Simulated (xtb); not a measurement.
HgI, doublet, at a GFN2-xTB geometry (such geometries of metal compounds can be far from the true shape) (the spin is typed, not shown lowest). Base run: GFN0-xTB (xtb).

The xtb input:
```
$ xtb mol.xyz --gfn 0 --uhf 1 --json

# file mol.xyz
2

Hg    -0.00000000    -0.00000000    -1.18466166
I      0.00000000     0.00000000     1.78816854
```

Variants of this job, named by their change:

```csv
change,ΔE vs base (mEh)
base,0.000
file = coord,0.000
etemp = 10,0.000
```
